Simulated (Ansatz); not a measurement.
Relaxation of C2H9ClSi3 (15 atoms, charge 0, multiplicity 1), to a largest force component of 0.02 eV/Å in at most 50 steps.

The calculation used RKS PBE/6-31G* (Ansatz).

```xyz
15
Properties=species:S:1:pos:R:3
Si -1.055 -1.861 0.233
Si 0.170 -0.172 -0.879
C 1.861 -0.244 -0.194
Cl 2.847 -1.549 -1.002
C -0.587 1.425 -0.950
Si -0.750 1.877 0.774
H -0.653 -3.155 -0.255
H -2.502 -1.602 -0.110
H -0.879 -1.712 1.730
H 2.450 0.680 -0.346
H 1.904 -0.445 0.916
H -1.527 1.443 -1.446
H -0.056 2.189 -1.517
H 0.500 2.021 1.534
H -1.744 1.053 1.540
```

Question: Where does it end, and by what steps?

Answer: It converged. After 18 steps the energy has fallen by 1.126 eV; H14 moved furthest, 1.00 Å. Joined: Si2–H14.

```csv
step,energy less start (eV),largest force component (eV/Å),accepted
0,0.0000,2.539,yes
1,-0.5928,1.626,yes
2,-0.7588,0.522,yes
3,-0.8328,0.639,yes
4,-0.9332,0.451,yes
5,-0.9601,0.416,yes
6,-0.9830,0.170,yes
7,-1.0032,0.140,yes
8,-1.0217,0.182,yes
9,-1.0465,0.241,yes
10,-1.0702,0.218,yes
11,-1.0997,0.332,yes
12,-1.1170,0.163,yes
13,-1.1225,0.046,yes
14,-1.1244,0.031,yes
15,-1.1252,0.025,yes
16,-1.1258,0.032,yes
17,-1.1259,0.021,yes
18,-1.1260,0.014,yes
```

```xyz
15
Properties=species:S:1:pos:R:3
Si -1.109 -1.829 0.446
Si 0.156 0.091 0.003
C 2.056 -0.122 -0.059
Cl 2.504 -1.155 -1.484
C -0.542 1.449 -1.044
Si -0.825 2.327 0.713
H -0.652 -2.973 -0.410
H -2.542 -1.519 0.142
H -0.979 -2.225 1.887
H 2.555 0.853 -0.182
H 2.461 -0.610 0.841
H -1.465 1.203 -1.586
H 0.180 1.961 -1.695
H 0.190 1.088 1.365
H -2.009 1.411 1.092
```

Whether the end is a true minimum wasn't checked by a vibrational analysis.

The run took 64 s on 2 threads of AMD EPYC 7R43 64-Core Processor (Zen 3), on a shared host, peak memory 0.2 GiB.
